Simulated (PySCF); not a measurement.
**Computed properties of TeHI, SMILES [TeH]I**

TeHI, SMILES [TeH]I. Geometry: PBE0-D3(BJ)/def2-TZVP. The def2 effective core potentials stand for the cores of I, Te; spin–orbit coupling is left out. The values are those of a single conformer. All values are computed for the isolated molecule unless a solvent is named; none is compared with measurement here.

**Structure.** The optimised structure has Cs symmetry. All 3 harmonic modes at PBE0-D3(BJ)/def2-TZVP (PySCF) are real, so it is a minimum.

**Vibrations.** The strongest infrared lines (harmonic, unscaled, degenerate partners summed) lie at 2146 cm⁻¹ (27 km/mol, H 99 %), 607 cm⁻¹ (9 km/mol, H 99 %), 213 cm⁻¹ (3 km/mol, I 50 %, Te 50 %). The softest mode is at 213 cm⁻¹ and the zero-point energy is 4.2 kcal/mol.

**Electronic structure.** M06-2X/def2-TZVPD (PySCF) places the frontier levels at -7.55 and -2.03 eV, a gap of 5.52 eV, and gives a dipole moment of 1.26 D and a mean polarisability of 77.4 bohr³.

**Excitations.** TDA-ωB97X/def2-TZVPD (PySCF) has S1 at 2.39 eV (518 nm, f = 0.001, dark); the most intense of the 10 singlets computed lies at 6.30 eV (f = 0.29). T1 (TDA) is at 1.81 eV, 0.58 eV under S1.
